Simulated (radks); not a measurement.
The numbers below are computed, except where a source is named.
Charge is removed step by step from the 3s1/2 level of the arsenic ion As14+, starting from [Ar] 3d1. Level of theory: Dirac Kohn-Sham, PBE, spin-unpolarised, spherical densities, finite nucleus; open shells fill j = l - 1/2 first; Fermi nuclear charge, rms radius 4.0968 fm (a radial shooting solver on a logarithmic mesh with Libxc functionals).

removed (e)  E - E(0) (eV)  eigenvalue (eV)  E minus straight line (eV)
0                    0.000          -584.48                       0.000
0.25                147.41          -594.77                      -3.876
0.5                 297.39          -605.10                      -5.175
0.75                449.96          -615.47                      -3.886
1                   605.13          -625.88                       0.000

Removing the whole electron costs 605.13 eV by Delta-SCF, against 584.48 eV from minus the eigenvalue at the starting occupation. Slater's transition state (half an electron removed) gives 605.10 eV. Integrating minus the eigenvalue over the occupation (Janak's theorem) gives 605.13 eV. The mean slope of the eigenvalue, de/dn, is 41.4 eV per electron.
